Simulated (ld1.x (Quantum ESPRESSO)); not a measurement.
Building the PAW potential for Kr (revPBE, scalar-relativistic).

The input file (ld1.x (Quantum ESPRESSO) 7.5):

```
&input
   title='Kr', zed=36., rel=1, dft='REVPBE', iswitch=3,
   config='[Ar] 3d10 4s2 4p6',
   nld=3, rlderiv=1.35, eminld=-16.0, emaxld=5.0, deld=0.04
 /
 &inputp
   pseudotype=3, lpaw=.true., tm=.true., lloc=-1, rcloc=1.10,
   nlcc=.true., new_core_ps=.true., rcore=0.35,
   which_augfun='BG', rmatch_augfun=0.60,
   file_pseudopw='Kr.UPF', file_wfcaegen='ae.wfc', file_wfcncgen='nc.wfc', file_beta='beta', file_chi='chi', file_wfcusgen='us.wfc'
 /
6
4S  1  0   2.00   0.00  0.85  1.15  0.0
4S  1  0   0.00   2.20  0.85  1.15  0.0
3P  2  1   6.00   0.00  0.75  0.80  0.0
4P  3  1   6.00   0.00  0.75  0.80  0.0
3D  3  2  10.00   0.00  0.90  1.25  0.0
3D  3  2   0.00  -5.50  0.90  1.25  0.0
 &test
   configts(1)='3p6 3d10 4s2 4p6'
 /
```

Command:

```bash
ld1.x < Kr.in > Kr.out
```

The program printed (shortened: banner, matrices, multipoles, cross overlaps and the repeated all-electron block are left out):

```
[... start of the log left out ...]
     s(2S/2S) =  1.000000  <r> =   0.1835  <r2> =    0.0397  r(max) =   0.1540
     s(2P/2P) =  1.000000  <r> =   0.1601  <r2> =    0.0314  r(max) =   0.1229
     s(3S/3S) =  1.000000  <r> =   0.5302  <r2> =    0.3231  r(max) =   0.4684
     s(3P/3P) =  1.000000  <r> =   0.5405  <r2> =    0.3418  r(max) =   0.4625
     s(3D/3D) =  1.000000  <r> =   0.5557  <r2> =    0.3807  r(max) =   0.4133
     s(4S/4S) =  1.000000  <r> =   1.5734  <r2> =    2.8381  r(max) =   1.3384
     s(4P/4P) =  1.000000  <r> =   1.9446  <r2> =    4.4560  r(max) =   1.5550

     ------------------------ End of All-electron run ------------------------

     --------------------- Generating PAW atomic setup --------------------

      Generating local potential from pseudized AE potential:
      Matching radius rcloc =   1.1000

      Local pseudo, rcloc= 1.096 Estimated cut-off energy=    20.39 Ry

      Computing core charge for nlcc:

       r > 0.35 : true rho core
      Core charge pseudized with two Bessel functions
      Integrated core pseudo-charge :   5.00
      Wfc-us  4S rcutus= 1.152  Estimated cut-off energy=    31.15 Ry
      Wfc-us  4S rcutus= 1.152  Estimated cut-off energy=    36.00 Ry
      Wfc-us  3P rcutus= 0.792  Estimated cut-off energy=   132.60 Ry
      Wfc-us  4P rcutus= 0.792  Estimated cut-off energy=   240.51 Ry
      Wfc-us  3D rcutus= 1.242  Estimated cut-off energy=    79.51 Ry
      Wfc-us  3D rcutus= 1.242  Estimated cut-off energy=   104.39 Ry
      l=   2 integral=    0.000005772 r(ikk)     1.407029946

 %%%%%%%%%%%%%%%%%%%%%%%%%%%%%%%%%%%%%%%%%%%%%%%%%%%%%%%%%%%%%%%%%%%%%%%%%%%%%%
     Error in routine compute_chi (1):
     chi too large beyond r_c
 %%%%%%%%%%%%%%%%%%%%%%%%%%%%%%%%%%%%%%%%%%%%%%%%%%%%%%%%%%%%%%%%%%%%%%%%%%%%%%

     stopping ...
```

The run stopped because the function χ = (ε − T − V_loc)φ does not vanish beyond the cutoff radius.

The run took about 0.14 s on one core of a shared server CPU.
